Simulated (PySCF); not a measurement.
CrO₂F, SMILES [Cr+]([F])(=[O])=[O], charge +1, multiplicity 1. Atoms are numbered in the order given.

```xyz
4

Cr     0.0522     0.2575     0.0000
O      0.7874    -0.2642    -1.2233
O      0.7874    -0.2642     1.2233
F     -1.5389    -0.2170     0.0000
```
Charge +1, spin multiplicity 1.

The structure is a stationary point at B3LYP-D3(BJ)/def2-SVP. The multiplicity is an assumed one; other spin states were not compared. The isomer is the one that the SMILES or the coordinates give; other isomers of the formula were not compared.

Calculation: B3LYP-D3(BJ)/def2-SVP in PySCF.

Frequencies are harmonic and unscaled.

Computed vibrational spectrum:
```tsv
mode	ν (cm⁻¹)	IR (km/mol)	Raman (Å⁴/amu)	depolarisation	moving atoms (share of kinetic energy)
1	256	31.4	1.0	0.61	O 40 %, Cr 36 %, F 24 %
2	300	3.7	3.8	0.75	O 46 %, F 41 %, Cr 14 %
3	463	3.2	4.1	0.72	O 82 %, Cr 13 %
4	853	74.9	8.7	0.19	F 71 %, Cr 24 %
5	1161	97.2	7.2	0.75	O 70 %, Cr 30 %
6	1173	43.9	15.2	0.13	O 78 %, Cr 21 %
```
